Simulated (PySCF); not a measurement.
C4H7N2Si2 (doublet state).
Cartesian coordinates in Å at the GFN2-xTB level; atoms count from 1:
```
atom  x, y, z in Å
N1     3.6322    0.6840   -0.4428
C2     2.9221   -0.1358   -0.0807
C3     2.0020   -1.1528    0.3556
C4     0.5668   -0.7820   -0.0360
Si5   -0.0049    0.8827    0.7304
Si6   -2.0975    1.5405    0.0628
C7    -3.3311    0.1542    0.2447
N8    -3.9731   -0.7852    0.4023
H9     2.0880   -1.2506    1.4419
H10    2.2981   -2.1047   -0.0975
H11    0.4954   -0.7381   -1.1249
H12   -0.0981   -1.5874    0.2870
H13    0.3037    0.7726    2.1685
H14   -2.1655    1.8902   -1.3605
H15   -2.6424    2.6203    0.8878
```

The hyperfine couplings belong to this conformer and change with its torsions.

The species is `C(#N)CC[SiH][SiH2]C#N` [radical].

Method: UKS B3LYP, pcH-1 on C H N Si, non-relativistic, mean-field spin-orbit, GIAO (PySCF 2.14.0). The structure is a single GFN2-xTB conformer in the gas phase; no vibrational or solvent corrections. The geometry wasn't refined by DFT: couplings that depend on bond lengths, twists or pyramidal angles can differ widely from those at the functional's own minimum, by a factor of two or more for some ions and for spin on atoms past the first row. The SCF solution wasn't tested for stability.

Task: Give the principal g shifts and their parts.

Result: 
```tsv
Δg (ppm)	1	2	3
relativistic mass correction	-137	-137	-137
gauge correction	9	40	34
orbital Zeeman/spin–orbit	-125	2003	2930
total	-253	1907	2827
```

So g = 2.00207, 2.00423, 2.00515 and g_iso = 2.00381; the tensor is rhombic: the two nearest values differ by 30 % of g3 − g1. Axes: g2 points within 13° of the Si5–Si6 bond.

Task: Average each term over the three axes. Which is largest in size?

Result: The orbital-Zeeman/spin–orbit term 1603, the mass correction -137 and the gauge correction 28 ppm, for a total of 1494 ppm. The orbital-Zeeman/spin–orbit term is the largest in size. The mass correction is the same along every axis, so the anisotropy comes from the other two: their spans along these axes are 31 (gauge) and 3055 ppm (orbital Zeeman/spin–orbit).

Task: What effective moment and Curie constant follow for a powder?

Result: With the mean of g² = 4.0153 and S(S+1) = 0.75: μ_eff = √(⟨g²⟩S(S+1)) = 1.735 μB and χT = 0.12505·⟨g²⟩·S(S+1) = 0.377 cm³ K/mol (cgs; spin-Hamiltonian part alone).

Task: What are the electron Larmor frequencies g μB B/h along the three axes at 330 mT?

Result: 9.2471, 9.2570, 9.2613 GHz for g1, g2 and g3, a range of 14.2 MHz.

Task: In a frozen sample, at which fields do the three g values resonate at 9.5, 34, 94 and 263 GHz (hyperfine left aside), and which band first spreads them over more than twice a line width of 1.0 mT?

Result: 
| band | GHz | B(g3) mT | B(g2) mT | B(g1) mT | spread mT |
| --- | --- | --- | --- | --- | --- |
| X | 9.5 | 338.51 | 338.66 | 339.03 | 0.52 |
| Q | 34.0 | 1211.49 | 1212.05 | 1213.36 | 1.86 |
| W | 94.0 | 3349.42 | 3350.96 | 3354.58 | 5.15 |
| J | 263.0 | 9371.26 | 9375.57 | 9385.68 | 14.42 |

The spread grows in proportion to the frequency. W band is the first where it exceeds 2.0 mT.

The largest Mulliken spin population is on Si5 (+0.95). The angles at Si5 add up to 338.8°, so it is pyramidal.

The HOMO–LUMO gaps are 5.20 eV among the α and 5.32 eV among the β orbitals.

Time: 84 s wall (grids of density and orbitals included); peak memory 0.97 GiB. Hardware: an Intel Xeon Platinum 8488C with one thread, shared host.
